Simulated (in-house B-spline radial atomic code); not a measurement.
Zn²⁺. Computed with a B-spline radial atomic code. Model: non-relativistic spherical atom: semilocal Troullier-Martins pseudo-atom, one channel per l, against all electrons, high spin, G0W0 and RPA with empty states to l = 8, local potential for every l without a channel, a model core (radius 0 = none) keeps its share of the functional.

What the tables leave out is listed at the end.

The pseudopotential gives back the lowest level of each angular momentum of its own functional in the configuration it was made in; a second state of the same l is only approximately right. Exact exchange, RPA and GW see the smooth pseudo-orbitals and miss the exchange with the core, for which the functional's share stands in. The column with an uncorrelated core keeps all orbitals and exact exchange, and so separates missing core correlation from pseudisation. Only the three outermost levels and the lowest empty one were computed. RPA here is direct RPA, with no exchange kernel, and its energies carry an (l + 1/2)⁻⁴ tail. A hybrid on a potential with a model core restores only its own semilocal share of the core's exchange.

Command:
```bash
python run_psgw.py task.json out
```
Settings (lengths in bohr, energies in hartree):
```
Z                      30
electrons              28
configuration          [Ar] 3d10
generated_in           [Ar] 3d10 4s2
functional             pbe,pbe
core_shells            4
radius_factor          1
core_correction        False
```

Cost of the run: 14 s on 1 thread of Intel(R) Xeon(R) Platinum 8488C (Sapphire Rapids) (shared host).

Given: made with PBE; model core radius 0 bohr; local radius 0.828 bohr; mean-field start PBE.

Valence shells of the generating configuration: 3p, 3d, 4s.

Channel: s 2.143, p 0.596, d 1.686 (radii in bohr).

Computed: largest level miss in the spin-unpolarised generating configuration 0 eV; valence RPA correlation energy all-electron orbitals -1.1776 hartree; valence RPA correlation energy pseudo -1.2397 hartree; all-electron RPA polarisability, core included 2.6435 bohr³.

| level | occupied | mean-field all-electron (eV) | mean-field pseudo minus all (eV) | G0W0 all-electron (eV) | G0W0 uncorrelated core minus all (eV) | G0W0 pseudo minus all (eV) | exchange self-energy all-electron (eV) | exchange self-energy pseudo (eV) |
| --- | --- | --- | --- | --- | --- | --- | --- | --- |
| 3d | 1 | -31.081 | -0.035 | -39.994 | 0.087 | 1.916 | -52.429 | -43.394 |
| 4s (empty) | 0 | -22.591 | -0.022 | -17.922 | -0.077 | -1.282 | -3.732 | -4.1553 |

Question: What is the pseudo-atom RPA polarisability?

Answer: 2.7327 bohr³.

Given: mean-field start PBE0.

Computed: valence RPA correlation energy pseudo -1.2005 hartree; all-electron RPA polarisability, core included 2.2237 bohr³; pseudo-atom RPA polarisability 2.3628 bohr³.

```
     level  occupied  mean-field all-electron (eV)  mean-field pseudo minus all (eV)  G0W0 all-electron (eV)  G0W0 uncorrelated core minus all (eV)  G0W0 pseudo minus all (eV)  exchange self-energy all-electron (eV)  exchange self-energy pseudo (eV)
        3d         1                       -33.954                             0.209                 -40.206                                  0.103                       1.389                                 -52.669                           -43.508
4s (empty)         0                       -21.013                            -0.501                 -17.752                                 -0.069                      -1.315                                 -3.4159                           -4.2158
```

Question: What is the valence RPA correlation energy all-electron orbitals?

Answer: -1.1289 hartree.

Given: mean-field start Hartree-Fock.

Computed: valence RPA correlation energy all-electron orbitals -1.0136 hartree; all-electron RPA polarisability, core included 1.5582 bohr³; pseudo-atom RPA polarisability 1.7707 bohr³.

```json
{"level": "3d", "occupied": "1", "mean-field all-electron (eV)": "-41.74", "mean-field pseudo minus all (eV)": "1.092", "G0W0 all-electron (eV)": "-40.264", "G0W0 uncorrelated core minus all (eV)": "0.097", "G0W0 pseudo minus all (eV)": "0.539", "exchange self-energy all-electron (eV)": "-53.115", "exchange self-energy pseudo (eV)": "-43.655"}
{"level": "4s (empty)", "occupied": "0", "mean-field all-electron (eV)": "-16.474", "mean-field pseudo minus all (eV)": "-1.575", "G0W0 all-electron (eV)": "-17.355", "G0W0 uncorrelated core minus all (eV)": "-0.043", "G0W0 pseudo minus all (eV)": "-1.459", "exchange self-energy all-electron (eV)": "-2.4101", "exchange self-energy pseudo (eV)": "-4.1888"}
```

Question: What is the valence RPA correlation energy pseudo?

Answer: -1.1032 hartree.

Among the listed levels the largest G0W0 shift of the pseudo-atom is +1.92 eV, for 3d on the PBE start, while leaving the core uncorrelated moves that level by +0.09 eV. So pseudisation and the lost core exchange, not the missing core correlation, make the error. Not in the tables (levels of low weight, unsolved or above zero; the highest and the empty levels are kept at any weight): on PBE the G0W0 levels 3p (pseudo minus all +4.58 eV, weights 0.26 and 0.54); on PBE0 the G0W0 levels 3p (pseudo minus all +5.37 eV, weights 0.51 and 0.56); on Hartree-Fock the G0W0 levels 3p (pseudo minus all +2.61 eV, weights 0.78 and 0.76).
